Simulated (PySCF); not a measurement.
# Bonding in `COB(OC)B(OC)OC`

Species: C4H12B2O4.
Numbering: `[CH3:1][O:2][B:3]([O:4][CH3:5])[B:6]([O:7][CH3:8])[O:9][CH3:10]` (hydrogens: H11, H12, H13 on C1; H14, H15, H16 on C5; H17, H18, H19 on C8; H20, H21, H22 on C10)

Structure used (PBE0-D3(BJ)/def2-SVP), in Å, numbered top down from 1:
```
atom  x, y, z in Å
C1    -2.9196    1.8288   -0.9624
O2    -1.5950    1.3636   -0.9987
B3    -1.1363    0.4712   -0.0786
O4    -2.0288    0.0629    0.8698
C5    -1.7132   -0.8471    1.8859
B6     0.5127   -0.0234   -0.2152
O7     1.2910    0.0252    0.9118
C8     2.6706   -0.1752    1.0549
O9     0.9180   -0.4205   -1.4535
C10    2.1462   -0.9282   -1.8931
H11   -3.6404    1.0131   -1.1379
H12   -3.0420    2.5837   -1.7526
H13   -3.1669    2.2859    0.0099
H14   -2.0894   -0.4632    2.8474
H15   -2.2032   -1.8166    1.6949
H16   -0.6272   -1.0058    1.9762
H17    3.2580    0.4295    0.3460
H18    2.9523   -1.2336    0.9293
H19    2.9562    0.1289    2.0729
H20    2.4933   -1.7793   -1.2852
H21    2.9348   -0.1582   -1.9007
H22    2.0177   -1.2840   -2.9262
```

Bond orders from the PBE0/pcSseg-1 density (PySCF). Geometry: PBE0-D3(BJ)/def2-SVP, one conformer, isolated molecule.

(1) How far do the computed orders between heavy atoms stray from the drawn ones?

(2) Set the Mayer orders of the bonds beside their lengths.

Answers

(1) The largest departure is 0.171, at O2–B3 (drawn single, 1.171). Drawn single, order above 1.12: O2–B3 (1.171) and B6–O9 (1.145).

(2) 
| bond | drawn as | length (Å) | Mayer order |
| --- | --- | --- | --- |
| C1–O2 | single | 1.404 | 0.888 |
| O2–B3 | single | 1.361 | 1.171 |
| B3–O4 | single | 1.365 | 1.117 |
| O4–C5 | single | 1.400 | 0.904 |
| B3–B6 | single | 1.727 | 0.991 |
| B6–O7 | single | 1.370 | 1.085 |
| O7–C8 | single | 1.401 | 0.883 |
| B6–O9 | single | 1.362 | 1.145 |
| O9–C10 | single | 1.400 | 0.881 |
| C1–H11 | single | 1.103 | 0.962 |
| C1–H12 | single | 1.100 | 0.973 |
| C1–H13 | single | 1.102 | 0.961 |
| C5–H14 | single | 1.102 | 0.973 |
| C5–H15 | single | 1.103 | 0.967 |
| C5–H16 | single | 1.101 | 0.953 |
| C8–H17 | single | 1.101 | 0.962 |
| C8–H18 | single | 1.102 | 0.961 |
| C8–H19 | single | 1.100 | 0.971 |
| C10–H20 | single | 1.102 | 0.959 |
| C10–H21 | single | 1.102 | 0.962 |
| C10–H22 | single | 1.100 | 0.971 |

By pair of heavy elements: C–O: lowest O9–C10 and O7–C8 (0.881, 1.400 Å), highest O4–C5 (0.904, 1.400 Å). B–O: lowest B6–O7 (1.085, 1.370 Å), highest O2–B3 (1.171, 1.361 Å). Bonds named together lie within 0.004.

Question: Sum the orders of all bonds at each heavy atom with more than one neighbour and set the sums beside the valence in the SMILES.

Answer: C1 3.784 (drawn 4), O2 2.059 (drawn 2), B3 3.279 (drawn 3), O4 2.021 (drawn 2), C5 3.797 (drawn 4), B6 3.221 (drawn 3), O7 1.968 (drawn 2), C8 3.777 (drawn 4), O9 2.026 (drawn 2), C10 3.773 (drawn 4). Orders between atoms that aren't bonded are not in these sums.

The Mayer order sums products of elements of PS (density times overlap matrix) between the two atoms' basis functions, so it depends on the basis set.

These values come from a run that also computed NMR shieldings. On Arm Neoverse V2, one thread, on a shared host, this took 52 s of wall time.
